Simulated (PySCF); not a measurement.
Species: C4H8BN.
Atom-mapped SMILES: `[CH:1]#[C:2][CH2:3][CH2:4][BH:5][NH2:6]` (hydrogens: H7 on C1; H8, H9 on C3; H10, H11 on C4; H12 on B5; H13, H14 on N6)

Method: PBE0-D3(BJ)/def2-SVP geometry optimisation, gas phase in PySCF 2.14.0.

Problem. List the bond lengths, angles and torsions at this level.

Solution. 
```json
{"bond": "C1≡C2", "length (pm)": "121.2"}
{"bond": "C2–C3", "length (pm)": "145.8"}
{"bond": "C3–C4", "length (pm)": "153.5"}
{"bond": "C4–B5", "length (pm)": "157.9"}
{"bond": "B5–N6", "length (pm)": "139.2"}
{"bond": "C1–H7", "length (pm)": "107.4"}
{"bond": "C3–H8, C3–H9", "length (pm)": "110.4"}
{"bond": "C4–H10, C4–H11", "length (pm)": "110.5"}
{"bond": "B5–H12", "length (pm)": "121.6"}
{"bond": "N6–H13, N6–H14", "length (pm)": "101.2"}
```

Bonds in one row agree within 1 pm and their mean is given. A selection of angles:
```json
{"angle": "C2–C1–H7", "degrees": "179.3"}
{"angle": "C1–C2–C3", "degrees": "178.6"}
{"angle": "C2–C3–C4", "degrees": "113.9"}
{"angle": "C2–C3–H8", "degrees": "108.9"}
{"angle": "C2–C3–H9", "degrees": "108.5"}
{"angle": "C4–C3–H8", "degrees": "109.6"}
{"angle": "H8–C3–H9", "degrees": "105.4"}
{"angle": "C3–C4–B5", "degrees": "113.8"}
{"angle": "C3–C4–H10", "degrees": "109.8"}
{"angle": "C3–C4–H11", "degrees": "108.2"}
{"angle": "B5–C4–H10", "degrees": "112.2"}
{"angle": "B5–C4–H11", "degrees": "106.9"}
{"angle": "H10–C4–H11", "degrees": "105.6"}
{"angle": "C4–B5–N6", "degrees": "122.0"}
{"angle": "C4–B5–H12", "degrees": "120.6"}
{"angle": "N6–B5–H12", "degrees": "117.4"}
{"angle": "B5–N6–H13", "degrees": "123.3"}
{"angle": "H13–N6–H14", "degrees": "113.7"}
```

Torsions: C2–C3–C4–B5 -178° (antiperiplanar); C3–C4–B5–N6 -141° (anticlinal). The mirror-image conformer, all signs reversed, is as good.

B5 (three-coordinate boron) is planar (angles 122.0°, 120.6° and 117.4°, sum 360.0°, 0.01 Å off the plane of its three neighbours). The 3 C–C bonds span 1.212 Å (C1≡C2, drawn triple) to 1.535 Å (C3–C4, drawn single), a spread of 0.323 Å. N6 (boron-bound nitrogen) is planar (angles 123.3°, 123.0° and 113.7°, sum 360.0°, 0.00 Å off the plane of its three neighbours).

Point group: C1 (no symmetry element, even within 0.4 Å). Stationary, but not proved a minimum. One conformer, not necessarily the lowest.

The run took 29 s on Arm Neoverse V2, one thread, no GPU, shared host with 32 logical CPUs at a one-minute load of 18, and the process peaked at 0.51 GiB of memory. This is the geometry optimisation.
